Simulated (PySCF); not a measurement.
C4H6O2Si, SMILES Oc1cc([SiH3])co1. Heavy atoms are numbered as in [OH:1][c:2]1[cH:3][c:4]([SiH3:5])[cH:6][o:7]1. Hydrogens are named by the atom that carries them.

Geometry optimised at r2SCAN-D4/def2-SVP. The geometry has at least one imaginary mode, so it is a saddle point at that level. This is a generated structure with no PubChem entry under its InChIKey; it may be hypothetical. The values are those of a single conformer.

Method: PBE/def2-TZVP (PySCF).

Atomic charges (e), one atom of each kind:

| atom | IAO | Mulliken |
|---|---|---|
| O1 (OH) | -0.44 | -0.33 |
| C2 | 0.35 | (withheld) |
| C3 (CH) | -0.30 | -0.31 |
| C4 | -0.33 | (withheld) |
| Si5 (SiH3) | 0.57 | 0.12 |
| C6 (CH) | -0.02 | (withheld) |
| O7 | -0.22 | -0.14 |
| H on O1 | 0.38 | 0.32 |
| H on C3 | 0.16 | (withheld) |
| H on Si5 | -0.11 | -0.02 |
| H on C6 | 0.17 | (withheld) |

Problem. Some entries are withheld; supply them. (An estimate is asked for; the answer gives what the named calculation found.)

Solution. 
- C2, Mulliken: 0.25
- C4, Mulliken: -0.02
- C6 (CH), Mulliken: -0.09
- H on C3, Mulliken: 0.12
- H on C6, Mulliken: 0.14

Computed Mayer and Wiberg (Löwdin basis) orders of the bonds:
```csv
bond,Mayer,Wiberg
O1–C2,1.23,1.77
C2–C3,1.56,1.69
C3–C4,1.17,1.34
C4–Si5,1.00,1.12
C4–C6,1.58,1.74
C2–O7,1.17,1.56
C6–O7,1.07,1.51
```
